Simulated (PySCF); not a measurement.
# Al (aluminium, neutral) across methods

[Ne] 3s2 3d1, 2D determinant (an excited configuration). All numbers are calculated (PySCF 2.14, no relativity, point nucleus, in aug-cc-pwCVDZ).

```json
{"method": "r2SCAN", "E (hartree)": "-242.1561", "mean ε 3s α (eV)": "-9.562", "mean ε 3s β (eV)": "-9.506", "mean ε 3d α (eV)": "0.153", "Σ⟨r²⟩ (bohr²)": "46.63", "⟨S²⟩": "0.751"}
{"method": "PW91", "E (hartree)": "-242.1780", "mean ε 3s α (eV)": "-9.538", "mean ε 3s β (eV)": "-9.361", "mean ε 3d α (eV)": "0.094", "Σ⟨r²⟩ (bohr²)": "46.49", "⟨S²⟩": "0.751"}
{"method": "LDA", "E (hartree)": "-241.1422", "mean ε 3s α (eV)": "-9.633", "mean ε 3s β (eV)": "-9.426", "mean ε 3d α (eV)": "0.294", "Σ⟨r²⟩ (bohr²)": "46.40", "⟨S²⟩": "0.750"}
{"method": "UHF", "E (hartree)": "-241.69245", "mean ε 3s α (eV)": "-12.421", "mean ε 3s β (eV)": "-12.272", "mean ε 3d α (eV)": "-0.674", "Σ⟨r²⟩ (bohr²)": "48.23", "⟨S²⟩": "0.751"}
{"method": "wB97X-V", "E (hartree)": "-242.1321", "mean ε 3s α (eV)": "-12.546", "mean ε 3s β (eV)": "-12.452", "mean ε 3d α (eV)": "-0.973", "Σ⟨r²⟩ (bohr²)": "46.77", "⟨S²⟩": "0.750"}
{"method": "PBE", "E (hartree)": "-242.0620", "mean ε 3s α (eV)": "-9.487", "mean ε 3s β (eV)": "-9.315", "mean ε 3d α (eV)": "0.099", "Σ⟨r²⟩ (bohr²)": "46.56", "⟨S²⟩": "0.751"}
{"method": "PBE0", "E (hartree)": "-242.0780", "mean ε 3s α (eV)": "-10.421", "mean ε 3s β (eV)": "-10.269", "mean ε 3d α (eV)": "-0.200", "Σ⟨r²⟩ (bohr²)": "46.82", "⟨S²⟩": "0.751"}
{"method": "revPBE", "E (hartree)": "-242.1504", "mean ε 3s α (eV)": "-9.419", "mean ε 3s β (eV)": "-9.275", "mean ε 3d α (eV)": "0.040", "Σ⟨r²⟩ (bohr²)": "46.67", "⟨S²⟩": "0.751"}
{"method": "r2SCAN0", "E (hartree)": "-242.1509", "mean ε 3s α (eV)": "-10.447", "mean ε 3s β (eV)": "-10.389", "mean ε 3d α (eV)": "-0.133", "Σ⟨r²⟩ (bohr²)": "46.79", "⟨S²⟩": "0.751"}
```

The outer electron is Rydberg-like, and this basis confines it to a smaller radius and binds it less than a complete one would.

The highest occupied level is positive at r2SCAN, PW91, LDA, PBE, revPBE: only the finite basis holds that electron, which in a density functional comes from self-interaction.
